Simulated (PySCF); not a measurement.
[SbF4]- (singlet). Computed with PySCF, PBE0, basis Sb def2-SVPD with ECP28, F def2-SVPD (scalar-relativistic core potentials, no spin–orbit coupling, density fitting).

Harmonic bands of its minimum:

```json
{"ω (cm⁻¹)": "105", "IR (km/mol)": "2.4"}
{"ω (cm⁻¹)": "130", "IR (km/mol)": "13.1"}
{"ω (cm⁻¹)": "223", "IR (km/mol)": "26.0"}
{"ω (cm⁻¹)": "226", "IR (km/mol)": "0.0"}
{"ω (cm⁻¹)": "249", "IR (km/mol)": "6.4"}
{"ω (cm⁻¹)": "456", "IR (km/mol)": "0.0"}
{"ω (cm⁻¹)": "465", "IR (km/mol)": "329"}
{"ω (cm⁻¹)": "560", "IR (km/mol)": "128"}
{"ω (cm⁻¹)": "580", "IR (km/mol)": "99.0"}
```

Problem. The central atom is Sb. Infer the point group and assign the bands.

Solution. C2v. The modes span 4a1 + 2b1 + a2 + 2b2: 105 a1, 130 b1, 223 a1, 226 a2, 249 b2, 456 a1, 465 b2, 560 b1, 580 a1. The computed geometry has Sb–F 1.965 Å (×2), Sb–F 2.057 Å (×2); F–Sb–F 85.6° (×4), F–Sb–F 98.0°, F–Sb–F 166.5°.

Only a few start shapes were tried, so a lower isomer may exist. The lowest empty level of this anion is unbound, so it and the gap depend on the basis.
